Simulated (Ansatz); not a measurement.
(MgS)2 ring (Mg₂S₂) was relaxed with PBE-D4 (def2-TZVP) in Ansatz in these states: charge +1 doublet, neutral singlet. The geometries follow in no particular order.

A:

Cartesian coordinates in Å:
```
Mg 0.5744 -0.8424 0.9843
S -1.7057 -0.3001 0.7386
Mg -0.5744 0.8424 -0.9843
S 1.7057 0.3001 -0.7386
```

B:

```csv
atom,x (Å),y (Å),z (Å)
Mg1,-0.562,-0.524,-1.068
S2,1.058,1.145,-1.119
Mg3,0.562,0.524,1.068
S4,-1.058,-1.145,1.119
```

Judge from the bond lengths which geometry belongs to which state (an estimate).

A is the charge +1 doublet (Mg1–Mg3 2.834 Å, Mg1–S4 2.357 Å, Mg3–S4 2.357 Å); B is the neutral singlet (Mg1–Mg3 2.632 Å, Mg1–S4 2.327 Å, Mg3–S4 2.327 Å).
